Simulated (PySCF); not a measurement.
## How far are cheaper levels from CCSD(T)/CBS for HgC?

PySCF; the state is a triplet (π ↑↑). The composite is CCSD(T) extrapolated to the basis-set limit from two correlation-consistent sets, with core-valence (CV) and scalar-relativistic (SR) terms as its label shows; it has no spin–orbit coupling and nothing beyond (T). Here it is CCSD(T)/CBS(DT). It gives Re = 2.165 Å, ωe = 367 cm⁻¹ and De = 0.54 eV to Hg + C.

```
       level         basis                           relativity  Re (Å)  ωe (cm⁻¹)  De (eV)
    ROHF-MP2      def2-SVP  scalar-relativistic core potentials   2.212        273     0.31
ROHF-SCS-MP2     def2-SVPD  scalar-relativistic core potentials   2.285        221     0.27
         LDA     def2-SVPD  scalar-relativistic core potentials   2.066        467     1.43
        PBE0     def2-SVPD  scalar-relativistic core potentials   2.179        362     0.73
        PBE0  x2c-TZVPPall                        spin-free X2C   2.130        397     0.83
        MN15     def2-SVPD  scalar-relativistic core potentials   2.203        307     0.60
   BHandHLYP     def2-SVPD  scalar-relativistic core potentials   2.321        246     0.31
   CAM-B3LYP     def2-SVPD  scalar-relativistic core potentials   2.225        309     0.48
     LC-ωPBE  x2c-TZVPPall                        spin-free X2C   2.113        419     0.69
      B2PLYP      def2-SVP  scalar-relativistic core potentials   2.240        300     0.42
```

Give the difference of each row from the composite.



| level | basis | ΔRe (pm) | Δωe (%) | ΔDe (eV) |
| --- | --- | --- | --- | --- |
| ROHF-MP2 | def2-SVP | +4.7 | -25.6 | -0.23 |
| ROHF-SCS-MP2 | def2-SVPD | +12.0 | -39.8 | -0.27 |
| LDA | def2-SVPD | -9.9 | +27.2 | +0.89 |
| PBE0 | def2-SVPD | +1.4 | -1.4 | +0.19 |
| PBE0 | x2c-TZVPPall | -3.5 | +8.2 | +0.29 |
| MN15 | def2-SVPD | +3.8 | -16.3 | +0.06 |
| BHandHLYP | def2-SVPD | +15.6 | -33.0 | -0.23 |
| CAM-B3LYP | def2-SVPD | +6.0 | -15.8 | -0.06 |
| LC-ωPBE | x2c-TZVPPall | -5.2 | +14.2 | +0.15 |
| B2PLYP | def2-SVP | +7.5 | -18.3 | -0.12 |

Which rows come closest in De?

MN15 in def2-SVPD (+0.06 eV); CAM-B3LYP in def2-SVPD (-0.06 eV), counted from the composite.

Correlated steps freeze the inner cores (1 to 5 orbitals); shallow outer-core shells are correlated. Correlated levels converge slowly with the basis: in double zeta they bind strong bonds too weakly, by up to about 1 eV, and carry superposition errors of some tenths. These are scalar-relativistic numbers at best; spin–orbit coupling would shift them, the dissociation energy most. B2PLYP dipoles, levels and charges come from its SCF part alone. The state was picked by a PBE0 search and need not be the measured ground state.
